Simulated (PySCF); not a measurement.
The vertical singlet excitations below were computed for one of the candidates. Computed with TDDFT B3LYP/def2-SVPD, vertical, gas phase, core orbitals frozen in the response in PySCF. Geometries: GFN2-xTB, one conformer each.

```json
{"state": "S1", "ν̃ (cm⁻¹)": "53920", "f": "0.0002", "main configurations (H = HOMO, L = LUMO)": "H-1→L+1 (24%), H→L (22%), H→L+1 (19%)"}
{"state": "S2", "ν̃ (cm⁻¹)": "55520", "f": "0.0046", "main configurations (H = HOMO, L = LUMO)": "H-1→L+1 (30%), H→L+2 (28%), H→L (13%)"}
{"state": "S3", "ν̃ (cm⁻¹)": "55870", "f": "0.0007", "main configurations (H = HOMO, L = LUMO)": "H-1→L+2 (45%), H→L+2 (24%), H→L+1 (15%)"}
{"state": "S4", "ν̃ (cm⁻¹)": "59510", "f": "0.025", "main configurations (H = HOMO, L = LUMO)": "H→L (56%), H→L+3 (16%), H→L+1 (16%)"}
{"state": "S5", "ν̃ (cm⁻¹)": "59880", "f": "0.036", "main configurations (H = HOMO, L = LUMO)": "H-1→L (63%), H-1→L+3 (16%), H-1→L+1 (13%)"}
{"state": "S6", "ν̃ (cm⁻¹)": "63770", "f": "0.0075", "main configurations (H = HOMO, L = LUMO)": "H→L+3 (61%), H→L+1 (27%)"}
{"state": "S7", "ν̃ (cm⁻¹)": "64340", "f": "0.0027", "main configurations (H = HOMO, L = LUMO)": "H-1→L+3 (62%), H-1→L+1 (24%)"}
{"state": "S8", "ν̃ (cm⁻¹)": "66050", "f": "0.033", "main configurations (H = HOMO, L = LUMO)": "H→L+5 (82%)"}
```

Orbital energies (eV): HOMO-3 -9.54, HOMO-2 -9.14, HOMO-1 -7.81, HOMO -7.76, LUMO 0.45, LUMO+1 0.65, LUMO+2 0.78.

Question: Which structure fits? All have the formula C6H9F.
A. `C=C1CCC[C@@H]1F`
B. `C#CC[C@H](F)CC`
C. `C1CCC(=C1C)F`

Answer: B. Its S1, at 6.69 eV, is the highest among the candidates; the nearest of the others has S1 at 6.40 eV. S1 is HOMO-1→LUMO+1 (24%), HOMO→LUMO (22%), HOMO→LUMO+1 (19%). Löwdin shares by element: HOMO carbon 83% or more (atoms not listed hold the other 17%); LUMO carbon 47% or more, hydrogen 7% or more (atoms not listed hold the other 46%). At the same level the other candidates give, for their lowest levels:
- `C=C1CCC[C@@H]1F`: 6.40 eV (f 0.208); 6.73 eV (f 0.016); 6.95 eV (f 0.003); 7.21 eV (f 0.015); 7.61 eV (f 0.009); T1 4.12 eV; HOMO -7.13, LUMO -0.49 eV
- `CC1=C(F)CCC1`: 5.85 eV (f 0.003); 6.38 eV (f 0.003); 6.68 eV (f 0.004); 6.96 eV (f 0.356); 7.21 eV (f 0.027); T1 4.48 eV; HOMO -6.41, LUMO 0.38 eV

The values belong to the conformer `[CH:1]#[C:2][CH2:3][C@H:4]([F:5])[CH2:6][CH3:7]`: C2–C3–C4–F5 -173°, C3–C4–C6–C7 -175°.
Triplets come from the Tamm–Dancoff approximation.
